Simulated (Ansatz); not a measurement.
Cost and result for the atomization energy of CH$_{5}$BCl$_{3}$N, SMILES `C[NH2+][B-](Cl)(Cl)Cl` (11 atoms, 10 bonds).

```xyz
11

C     1.265    0.255    0.432
N     0.224   -0.140   -0.537
B    -1.305   -0.135   -0.021
Cl   -1.397   -1.330    1.358
Cl   -2.261   -0.675   -1.490
Cl   -1.685    1.583    0.474
H     2.248    0.212   -0.036
H     1.218   -0.424    1.280
H     1.050    1.266    0.771
H     0.245    0.472   -1.351
H     0.398   -1.084   -0.880
```

Total charge 0; spin multiplicity 1. The structure was optimised at the PBE0-D4/def2-TZVP level. It is one conformer, not always the lowest. Program: Ansatz. All runs use 4 threads of an Arm Neoverse V2 on a shared host. Times are those of one run each, without the atoms' runs, and a repeat can differ threefold. Electronic energies, without spin–orbit coupling; frozen cores. CCSD(T)/CBS adds CCSD(T) − MP2 in def2-TZVPP to the MP2 limit, and its time is that of the two runs behind it. T1 = 0.008.

CCSD(T)/CBS is a level of theory with its own doubt, some kJ/mol a heavy atom from the limit and from the frozen cores, so smaller differences don't rank the functionals.

| level | functions | wall time |
| --- | --- | --- |
| revPBE-D4/def2-TZVPP | 289 | 2.5 s |
| BLYP-D4/def2-TZVPP | 289 | 2.5 s |
| PBE0-D4/def2-TZVPP | 289 | 4.3 s |
| BHLYP-D4/def2-TZVPP | 289 | 4.4 s |
| CAM-B3LYP-D4/def2-TZVPP | 289 | 4.8 s |
| r2SCAN-D4/def2-TZVPP (with forces) | 289 | 6 s |
| B2PLYP/def2-TZVPP | 289 | 7 s |
| CCSD(T)/def2-SVP | 121 | 7.5 s |
| ωB97X-V/def2-TZVPP | 289 | 10 s |
| B97M-V/def2-TZVPP | 289 | 11 s |
| MP2/def2-QZVPP | 531 | 27 s |
| CCSD(T)/def2-TZVPP | 289 | 5 min |
| CCSD(T)/CBS(def2) | – | 5.5 min |

Q: What atomization energy does each give, and how far from CCSD(T)/CBS? (Estimate.)

A: Ansatz gave: 
```tsv
level	atomization (kcal/mol)	difference from CCSD(T)/CBS	per bond
revPBE-D4/def2-TZVPP	939.7	0.6	0.1
BLYP-D4/def2-TZVPP	932.8	-6.3	-0.6
PBE0-D4/def2-TZVPP	948.0	8.9	0.9
BHLYP-D4/def2-TZVPP	911.4	-27.7	-2.8
CAM-B3LYP-D4/def2-TZVPP	939.7	0.6	0.1
r2SCAN-D4/def2-TZVPP (with forces)	944.4	5.3	0.5
B2PLYP/def2-TZVPP	925.8	-13.3	-1.3
CCSD(T)/def2-SVP	891.6	-47.5	-4.8
ωB97X-V/def2-TZVPP	943.0	3.9	0.4
B97M-V/def2-TZVPP	945.7	6.6	0.7
MP2/def2-QZVPP	952.2	13.1	1.3
CCSD(T)/def2-TZVPP	912.8	-26.3	-2.6
CCSD(T)/CBS(def2)	939.1	0.0	0.0
```

At CCSD(T), def2-SVP lies −47.6 kcal/mol from the extrapolated value and def2-TZVPP −26.4 kcal/mol: correlation converges slowly with the basis, and small sets miss more of it in the bonded molecule than in its fragments. In def2-TZVPP, CCSD(T) changes the Hartree–Fock value by +228.8 kcal/mol (the triples alone add +16.3 kcal/mol) and MP2 by +252.9 kcal/mol; breaking electron pairs costs correlation energy, which Hartree–Fock lacks. The D4 term adds +13.3 kcal/mol with B3LYP and +6.9 kcal/mol with PBE0; it sums over pairs of atoms, weighted by their polarisabilities, and B3LYP, whose exchange is more repulsive, gets the larger term.

B3LYP here is the variant with VWN-RPA as its local correlation; programs differ in this.
